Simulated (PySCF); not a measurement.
Gallium: a sound run and one with changed settings

Sound run: Ga [Ar] 3d10 4s2 4p1, Ga⁺ [Ar] 3d10 4s2. Computed with PySCF 2.14 in def2-TZVP (6s5p4d1f, 48 functions), with the non-relativistic Hamiltonian (point nucleus). In the sound run the correlated levels freeze [Ar] 3d10. The sound run starts from symmetry-adapted Hartree-Fock orbitals and uses a fine grid where one is needed.

Changed run: the spin-free X2C one-electron Hamiltonian (Gaussian nucleus). This setting is unsound on purpose.

```tsv
species	method	sound run (hartree)	changed run (hartree)	converged
Ga	UHF	-1923.22349	-1938.29668	yes
Ga	PBE0	-1924.55212	-1939.62206	yes
Ga	MN15	-1925.10400	-1940.14111	yes
Ga	MP2	-1923.25738	-1938.33040	yes
Ga	CCSD(T)	-1923.27127	-1938.34403	yes
Ga⁺	UHF	-1923.01942	-1938.09330	yes
Ga⁺	PBE0	-1924.33167	-1939.40224	yes
Ga⁺	MN15	-1924.88291	-1939.92042	yes
Ga⁺	MP2	-1923.04585	-1938.11949	yes
Ga⁺	CCSD(T)	-1923.05668	-1938.13011	yes
```

Ionisation energy of Ga:

```tsv
method	sound run (eV)	changed run (eV)
UHF	5.553	5.534
PBE0	5.999	5.982
MN15	6.016	6.005
MP2	5.756	5.739
SCS-MP2	5.739	5.722
CCSD	5.816	5.798
CCSD(T)	5.839	5.821
```

Most of the change in total energy is the relativistic energy itself. On top of that the contraction fixes the core shape for the Hamiltonian it was made with, so the changed run is not a good calculation with the other Hamiltonian either.

For comparison, NIST gives 5.999 eV between the lowest levels.
